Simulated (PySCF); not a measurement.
Compound: C2H12SSi3.
Geometry (PBE0-D3(BJ)/def2-SVP, Å), atoms numbered from 1 in this order:
```
atom  x, y, z in Å
C1     3.5604    0.0598   -0.1075
S2     2.2334   -1.0458    0.4715
Si3    0.5320    0.1159   -0.1225
C4    -1.0106   -0.8964    0.2092
Si5   -2.5365   -0.0558   -0.5175
Si6   -0.8549   -2.6683   -0.4348
H7     3.5475    1.0179    0.4316
H8     4.5115   -0.4479    0.1010
H9     3.4869    0.2406   -1.1894
H10    0.6351    0.4328   -1.5834
H11    0.4922    1.4163    0.6182
H12   -1.1485   -0.9417    1.3053
H13   -2.5250    1.4132   -0.2316
H14   -2.5566   -0.2472   -2.0002
H15   -3.7793   -0.6506    0.0606
H16   -2.2041   -3.3179   -0.4530
H17   -0.3262   -2.6454   -1.8318
H18    0.0510   -3.4768    0.4324
```

Computed with PySCF at PBE0/pcSseg-1 and PBE0/def2-SVPD, non-relativistic, on one gas-phase PBE0-D3(BJ)/def2-SVP geometry that isn't relaxed in the solvent. The solvent is an IEF-PCM continuum (van der Waals radii × 1.2). Only the electrostatic response of the medium enters.

Gas phase at PBE0/pcSseg-1: HOMO -6.97 eV, LUMO -0.19 eV, dipole 1.27 D.

Problem. What does the continuum do to the energy, the frontier levels and the dipole at PBE0/pcSseg-1 in cyclohexane and acetonitrile?

Solution. 
```json
{"solvent": "cyclohexane", "ε": "2.017", "E(solvent) − E(gas) (kJ/mol)": "-4.71", "polarisation term (kJ/mol)": "-4.98", "distortion of the solute (kJ/mol)": "0.27", "HOMO (eV)": "-6.96", "LUMO (eV)": "-0.12", "dipole (D)": "1.45"}
{"solvent": "acetonitrile", "ε": "35.69", "E(solvent) − E(gas) (kJ/mol)": "-12.24", "polarisation term (kJ/mol)": "-14.26", "distortion of the solute (kJ/mol)": "2.02", "HOMO (eV)": "-7.02", "LUMO (eV)": "-0.06", "dipole (D)": "1.78"}
```

Polarisation term: ½ Σ q·V over the induced surface charges. Distortion: the rise of the solute's own energy as its density leaves the gas-phase optimum. From cyclohexane to acetonitrile the lowering changes by a factor 2.60, Onsager's factor (ε − 1)/(2ε + 1) by 2.37 and ε itself by 17.7.

Problem. Which radius a makes the point-dipole formula ΔE = −[(ε − 1)/(2ε + 1)]·μ²/a³ give the value in acetonitrile, with the gas-phase dipole?

Solution. μ = 0.500 au and |ΔE| = 0.00466 Eh give a = 1.56 Å; the farthest nucleus lies 4.41 Å from the centroid of the nuclei, so such a sphere wouldn't even hold the nuclei. The formula assumes a rigid point dipole at the centre of a sphere.

Problem. Give the dipole vector in the frame of the coordinates (D, pointing from negative to positive charge), gas and acetonitrile.

Solution. Gas (0.51, 1.16, 0.00), solvent (0.49, 1.72, 0.01). Its length changes by +40 % and its direction by 8°.

Problem. Which Hirshfeld charges (PBE0/pcSseg-1) respond most in acetonitrile (means over atoms taken as equivalent)?

Solution. 
| atoms | environment | gas (e) | solvent (e) | change |
| --- | --- | --- | --- | --- |
| S2 | sulfur bonded to C and Si | -0.085 | -0.115 | -0.030 |
| H12 | methine hydrogen | +0.049 | +0.058 | +0.009 |
| H7/H8/H9 | methyl hydrogen | +0.049 | +0.055 | +0.006 |
| Si3 | SiH2 silicon | +0.294 | +0.298 | +0.004 |
| C1 | S-methyl carbon | -0.113 | -0.110 | +0.003 |
| H10/H11 | Si–H hydrogen | -0.079 | -0.077 | +0.002 |
| H13 (×6) | Si–H hydrogen | -0.075 | -0.077 | -0.002 |
| C4 | sp3 carbon bound to silicon | -0.279 | -0.277 | +0.002 |

Problem. Which Mayer bond orders change most in acetonitrile?

Solution. 
| bond | length (Å) | gas | solvent | change |
| --- | --- | --- | --- | --- |
| S2–Si3 | 2.144 | 0.968 | 0.943 | -0.025 |
| C1–S2 | 1.822 | 0.998 | 0.982 | -0.016 |
| C4–H12 | 1.106 | 0.908 | 0.898 | -0.010 |
| C4–Si6 | 1.892 | 0.860 | 0.869 | +0.009 |
| Si3–H11 | 1.497 | 0.919 | 0.925 | +0.006 |
| Si3–H10 | 1.498 | 0.920 | 0.925 | +0.005 |
| C1–H8 | 1.098 | 0.957 | 0.953 | -0.004 |
| Si3–C4 | 1.875 | 0.893 | 0.896 | +0.003 |

Problem. How do the nuclear quadrupole coupling constants eQVzz/h respond in acetonitrile?

Solution. 
```json
{"nucleus": "33S at S2", "Q (barn)": "-0.06781", "gas (MHz)": "36.91", "solvent (MHz)": "35.13", "η gas": "0.85", "η solvent": "0.85"}
```

Gas phase at PBE0/def2-SVPD: HOMO -6.95 eV, LUMO -0.29 eV, dipole 1.20 D.

Problem. What does the continuum do to the energy, the frontier levels and the dipole at PBE0/def2-SVPD in acetonitrile?

Solution. 
| solvent | ε | E(solvent) − E(gas) (kJ/mol) | polarisation term (kJ/mol) | distortion of the solute (kJ/mol) | HOMO (eV) | LUMO (eV) | dipole (D) |
| --- | --- | --- | --- | --- | --- | --- | --- |
| acetonitrile | 35.69 | -11.78 | -14.01 | 2.23 | -7.00 | -0.18 | 1.72 |

Problem. How does the static polarisability (PBE0/def2-SVPD, frozen core, with the continuum's full static response) change?

Solution. 
```tsv
medium	isotropic (au)	principal values (au)	⟨r²⟩ of the electrons (bohr²)
gas	130.0	104.3, 127.5, 158.0	1850.6
acetonitrile	182.3	157.2, 182.3, 207.6	1849.9
```

The isotropic value in acetonitrile is 1.40 times the gas-phase one; no cavity-field correction is applied. ⟨r²⟩ is taken about the centre of nuclear charge.
